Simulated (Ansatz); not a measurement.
Relaxation of CH5SSb (8 atoms, charge 0, multiplicity 1), to a largest force component of 0.015 eV/Å in at most 40 steps.

These are results of Ansatz, RKS PBE0-D4/def2-SVP, not measurements.

```xyz
8
Properties=species:S:1:pos:R:3
C -0.652 1.040 -0.431
S -0.893 -0.110 0.914
Sb 0.640 -1.716 -0.102
H -0.943 0.631 -1.403
H 0.360 1.403 -0.533
H -1.339 1.986 -0.243
H 0.482 -0.931 -1.727
H -0.679 -2.808 -0.529
```

Where does it end, and by what steps?

The forces met the threshold. After 13 steps the energy has fallen by 0.459 eV; H7 moved furthest, 1.15 Å.

```
step  energy less start (eV)  largest force component (eV/Å)  accepted
   0                  0.0000                           2.618       yes
   1                 -0.2492                           1.000       yes
   2                 -0.3084                           0.545       yes
   3                 -0.3280                           0.151       yes
   4                 -0.3334                           0.230       yes
   5                 -0.3414                           0.466       yes
   6                 -0.3623                           0.404       yes
   7                 -0.4089                           0.179       yes
   8                 -0.4358                           0.185       yes
   9                 -0.4495                           0.256       yes
  10                 -0.4510                           0.291       yes
  11                 -0.4557                           0.097       yes
  12                 -0.4592                           0.030       yes
  13                 -0.4594                           0.007       yes
```

```xyz
8
Properties=species:S:1:pos:R:3
C -0.831 1.043 -0.483
S -0.436 0.060 0.992
Sb 0.416 -2.012 0.029
H -1.605 0.557 -1.094
H 0.062 1.226 -1.096
H -1.218 2.008 -0.122
H 1.423 -1.233 -1.131
H -0.833 -2.152 -1.149
```

Whether the end is a true minimum wasn't checked by a vibrational analysis.

The run took 31 s on 1 thread of Intel(R) Xeon(R) 6975P-C (Granite Rapids), with other jobs on the host, peak memory 0.19 GiB.
